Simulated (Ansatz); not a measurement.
Ansatz (a first-principles code) input:

Ansatz 0.2 input:
```yaml
crystal:
  periodic: [false, false, false]
  atoms:
    - {symbol: Ga, position_ang: [0.00000000, 0.00000000, 0.00000000]}
    - {symbol: H, position_ang: [0.00000000, 0.00000000, 1.52926202]}
    - {symbol: H, position_ang: [-0.00000000, -0.00000000, -1.52926202]}
basis:
  gaussian:
    orbitals: def2-TZVPD
hamiltonian:
  xc: {name: SVWN5}
magnetization: {spin_polarized: true, initial_magnetization: 1}
```

Question: What final total energy does it print?

Answer: -1922.91501 Eh (SVWN5/def2-TZVPD). The basis has 72 functions.

This state (charge 0, doublet) is run at the relaxed geometry of the species with charge 1 and multiplicity 1.
